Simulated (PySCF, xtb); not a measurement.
H₂SSi, SMILES S[SiH] (connectivity only; charge and spin as stated), neutral, multiplicity 1.

Geometry: PBE-D3(BJ)/def2-TZVP.

Computed with IEF-PCM-M06-2X/def2-TZVPD in PySCF.

The values are the electrostatic part of the solvation free energy, E(continuum) − E(gas) at the gas-phase geometry, in a cavity of scaled van der Waals radii (PySCF's table); cavitation and dispersion terms are not included. In vacuum the orbital gap is 6.24 eV. The dipole moment in vacuum is 0.70 D.

### Question
Estimate the values in water (ε = 78.36), chloroform (ε = 4.71), 2-propanol (ε = 19.26). (An estimate is asked for; the answer gives what the named calculation found.)

### Answer

```
solvent         ε  ΔG(elec) (kcal/mol)  dipole (D)  gap (eV)
----------  -----  -------------------  ----------  --------
water       78.36                 -1.8        1.06      6.31
chloroform   4.71                 -1.2        0.93      6.29
2-propanol  19.26                 -1.7        1.03      6.31
```

For comparison, GFN2-xTB/ALPB(water) (xtb, at the GFN2-xTB geometry, all terms of that model) gives 0.7 kcal/mol.
